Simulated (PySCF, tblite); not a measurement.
C6H13ClOSi.
Cartesian coordinates in Å at the GFN2-xTB level; atoms count from 1:
```
atom  x, y, z in Å
C1    -3.2043   -0.3648   -0.6398
C2    -2.2153    0.1825    0.3786
Si3   -0.5376    0.5639   -0.3982
C4     0.4561   -0.9426   -1.0022
C5     1.9404   -0.5818   -0.9563
C6     2.3841   -0.0473    0.3999
Cl7    2.0391   -1.2548    1.6716
C8     1.7271    1.2751    0.7856
O9     0.3382    1.2307    0.8067
H10   -4.1727   -0.5535   -0.1805
H11   -3.3452    0.3423   -1.4529
H12   -2.8414   -1.2972   -1.0643
H13   -2.1074   -0.5325    1.1945
H14   -2.6194    1.0936    0.8176
H15   -0.6281    1.5200   -1.5185
H16    0.2845   -1.8059   -0.3580
H17    0.2007   -1.2502   -2.0148
H18    2.5498   -1.4559   -1.2023
H19    2.1537    0.1948   -1.6962
H20    3.4692    0.0936    0.4119
H21    2.0565    1.5708    1.7875
H22    2.0618    2.0385    0.0692
```

Level of theory: PBE0/pcSseg-1 in PySCF (dipole) on a GFN2-xTB geometry, gas phase.

Masses are those of the commonest isotopes; rigid-rotor values at the optimised geometry. The values belong to one conformer with, in the numbering `[CH3:1][CH2:2][Si@@H:3]1[CH2:4][CH2:5][C@H:6]([Cl:7])[CH2:8][O:9]1`, C1–C2–Si3–C4 -67°, C2–Si3–C4–C5 -153°, Si3–C4–C5–C6 53°, C4–C5–C6–Cl7 58°, C5–C6–C8–O9 57°.

Give the principal moments of inertia and the rotational constants in MHz.

Ia = 253.61, Ib = 708.67, Ic = 720.84 u·Å²; 505379 MHz·u·Å²/I gives A = 1993, B = 713.1, C = 701.1 MHz.

Classify the top.

A near-prolate asymmetric top; Ray's κ = -0.981.

What does the inertial defect say?

Not planar: Δ = Ic − Ia − Ib = -241.44 u·Å². For a rigid frame Δ = −2 Σ m c², so Σ m c² = 120.72 u·Å² lies off the ab plane: 24.67 from hydrogen and 96.05 from heavier atoms. The atom farthest from that plane is 2.35 Å away.

Which types of transition are allowed, and where do some lines up to J = 3 fall?

The dipole components are |μa| = 0.00 D, |μb| = 0.51 D, |μc| = 1.96 D. The squared components, which scale the intensities, stand as 0.00 : 0.07 : 1.00 (a : b : c). Some lines, for components of 0.1 D or more:

```json
{"type": "c", "branch": "Q", "J(Ka,Kc)": "3(1,3) ← 3(0,3)", "MHz": "1250", "lower level (cm⁻¹)": "0.283"}
{"type": "c", "branch": "Q", "J(Ka,Kc)": "1(1,1) ← 1(0,1)", "MHz": "1280", "lower level (cm⁻¹)": "0.047"}
{"type": "b", "branch": "Q", "J(Ka,Kc)": "1(1,0) ← 1(0,1)", "MHz": "1292", "lower level (cm⁻¹)": "0.047"}
{"type": "b", "branch": "Q", "J(Ka,Kc)": "2(1,1) ← 2(0,2)", "MHz": "1304", "lower level (cm⁻¹)": "0.142"}
{"type": "b", "branch": "Q", "J(Ka,Kc)": "3(2,1) ← 3(1,2)", "MHz": "3821", "lower level (cm⁻¹)": "0.327"}
{"type": "c", "branch": "Q", "J(Ka,Kc)": "2(2,1) ← 2(1,1)", "MHz": "3839", "lower level (cm⁻¹)": "0.185"}
{"type": "b", "branch": "Q", "J(Ka,Kc)": "2(2,0) ← 2(1,1)", "MHz": "3839", "lower level (cm⁻¹)": "0.185"}
{"type": "b", "branch": "Q", "J(Ka,Kc)": "2(2,1) ← 2(1,2)", "MHz": "3875", "lower level (cm⁻¹)": "0.184"}
{"type": "b", "branch": "Q", "J(Ka,Kc)": "3(2,2) ← 3(1,3)", "MHz": "3893", "lower level (cm⁻¹)": "0.325"}
{"type": "c", "branch": "R", "J(Ka,Kc)": "2(1,1) ← 1(0,1)", "MHz": "4132", "lower level (cm⁻¹)": "0.047"}
{"type": "b", "branch": "R", "J(Ka,Kc)": "3(1,3) ← 2(0,2)", "MHz": "5492", "lower level (cm⁻¹)": "0.142"}
{"type": "c", "branch": "Q", "J(Ka,Kc)": "3(3,1) ← 3(2,1)", "MHz": "6428", "lower level (cm⁻¹)": "0.455"}
{"type": "b", "branch": "Q", "J(Ka,Kc)": "3(3,0) ← 3(2,1)", "MHz": "6428", "lower level (cm⁻¹)": "0.455"}
{"type": "c", "branch": "R", "J(Ka,Kc)": "2(2,0) ← 1(1,0)", "MHz": "6679", "lower level (cm⁻¹)": "0.090"}
{"type": "c", "branch": "R", "J(Ka,Kc)": "3(2,2) ← 2(1,2)", "MHz": "8118", "lower level (cm⁻¹)": "0.184"}
{"type": "b", "branch": "R", "J(Ka,Kc)": "3(2,1) ← 2(1,2)", "MHz": "8118", "lower level (cm⁻¹)": "0.184"}
{"type": "b", "branch": "R", "J(Ka,Kc)": "3(3,1) ← 2(2,0)", "MHz": "10671", "lower level (cm⁻¹)": "0.313"}
{"type": "c", "branch": "R", "J(Ka,Kc)": "3(3,1) ← 2(2,1)", "MHz": "10671", "lower level (cm⁻¹)": "0.313"}
{"type": "b", "branch": "R", "J(Ka,Kc)": "3(3,0) ← 2(2,1)", "MHz": "10671", "lower level (cm⁻¹)": "0.313"}
```

Estimate the classical rotational partition function at 25 K, 200 K and 298.15 K.

Point group C1, symmetry number σ = 1; q = (√π/σ)·√((kT/h)³/(ABC)), k/h = 20836.6 MHz/K: 21100 at 25 K, 478000 at 200 K, 869000 at 298.15 K.

Its GFN2-xTB frequencies are all real (lowest 38 cm⁻¹). Constants of a rigid frame at the computed geometry: no zero-point averaging, no centrifugal distortion. A rigid rotor knows nothing of internal rotation, which can split or shift real lines. Quadrupole hyperfine structure (35Cl) is left out.

On one thread of an Arm Neoverse V2, no GPU, shared host with 192 logical CPUs at a one-minute load of 70, this took 49 s and 1.1 GiB of memory at its peak. This is the PBE0/pcSseg-1 job that gave the dipole, with the shieldings it also computed.
